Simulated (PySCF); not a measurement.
**Calculated NMR data**

[PySCF 2.14.0 with density-fitted response routines: coordinates at the GFN2-xTB level; NMR shieldings at PBE0/pcSseg-1/GIAO; J: B3LYP/pcJ-1 (spin–dipole term left out of most H,H and C,H couplings); equivalent nuclei averaged; isolated molecule; non-relativistic Hamiltonian; one conformer]

References, each an isolated molecule treated in the same way: ¹H, ¹³C vs TMS. Multiplet labels drop J under 1 Hz and among equivalent protons, and merge close values. Unscaled 3J(H,H) run several per cent high. Splittings of carbon signals by F and P are missing where no couplings were computed. Where no couplings were computed, multiplicities follow the n + 1 count of equivalent neighbours, and m marks all less simple cases (inequivalent or close neighbours, rings, F or P nearby). Shifts are as computed. Against solution values, carbons near 30 ppm lie about +3 ppm off and those near 130 ppm about +5 ppm. Of 1211 compounds with measured shifts, 218 miss one by over three times the rms of a fit or turn the order of signals round; such compounds aren't used in these exercises. OH and NH positions are gas-phase values without hydrogen bonding to other molecules.

Compound 1 (C$_{3}$H$_{6}$O). ¹H NMR (500 MHz, computed): δ 3.37 (tt, J = 7.4, 3.6 Hz, 1H), 0.49 (m, 2H), 0.15 (m, 2H), -0.91 (br s, 1H). ¹³C{¹H} NMR (computed): δ 50.9 (CH), 8.1 (CH2). Structure: SMILES OC1CC1.

Compound 2 (C$_{7}$H$_{12}$O). ¹H NMR (500 MHz, computed): δ 4.74 (t, 1H), 4.13 (m, 2H), 2.11 (m, 2H), 2.03 (q, 2H), 1.64 (m, 2H), 1.11 (t, 3H). ¹³C{¹H} NMR (computed): δ 165.5 (C), 99.4 (CH), 68.9 (CH2), 33.9 (CH2), 25.7 (CH2), 25.1 (CH2), 16.4 (CH3). Structure: `C1C=C(CC)OCC1`.

Compound 3 (C$_{6}$H$_{12}$O$_{3}$). ¹H NMR (500 MHz, computed): δ 5.42 (m, 2H), 5.19 (m, 2H), 4.67 (m, 1H), 1.75 (m, 1H), 1.05 (d, 6H). ¹³C{¹H} NMR (computed): δ 108.0 (CH), 96.3 (CH2), 37.7 (CH), 17.6 (CH3). Structure: `CC(C)C1OCOCO1`.

Compound 4 (C$_{5}$H$_{7}$F$_{3}$OSi). ¹H NMR (500 MHz, computed): δ 6.38 (m, 1H), 6.30 (m, 1H), 6.09 (m, 1H), 4.98 (m, 1H), 4.61 (m, 1H), 4.47 (m, 1H), 2.12 (m, 1H). ¹³C{¹H} NMR (computed): δ 139.9, 121.8, 119.7, 53.8, 30.4. Structure: `C=C1[C@@H](O[SiH2]F)[C@H]1C(F)F`.
